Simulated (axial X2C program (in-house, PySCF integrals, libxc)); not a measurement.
## Spin–orbit effects down a group: homonuclear dimers (ions), PBE0

All values come from calculations with an in-house all-electron X2C program for linear molecules (integrals from PySCF), spin-free (one-electron X2C) or two-component (2c: spin–orbit coupling with atomic mean-field Coulomb and Gaunt terms, which also bring small scalar terms), in Dyall basis sets with cores contracted in-house; open shells are unrestricted.

Basis sets: As dyall-cv3z, N dyall-av3z, P dyall-v3z.

```tsv
molecule	spin-free state	Re (Å)	ωe (cm⁻¹)	De (eV)	2c state	Re 2c (Å)	ωe 2c (cm⁻¹)	De 2c (eV)
N₂⁺	M_S = 1/2, Λ = 0	1.102	2366.4	8.71	Ω = 1/2	1.102	2366.6	8.72
P₂⁺	M_S = 1/2, Λ = 1	1.974	720.8	4.84	Ω = 3/2	1.975	720.6	4.86
As₂⁺	M_S = 1/2, Λ = 1	2.180	403.8	4.04	Ω = 3/2	2.181	402.4	n/a
```

Fragments in 2c: N+ + N, P+ + P, As+ + As. Each entry is the lowest single determinant of a limited PBE0 search at one distance. De goes to single-determinant-based atoms at the same level (for ions the charge split of lowest energy) and is withheld (n/a) where an atom does not fit its ground term or J level. Main or longest-lived isotopes. One determinant is a doubtful description, or other states lie close, for P₂⁺; these need not be ground states, and all values refer to the states named. Some light 2c atoms are not at their ground J level, so De misses part of their lowering (0.04 eV or less). The functionals have no current term, which raises determinants with orbital currents.
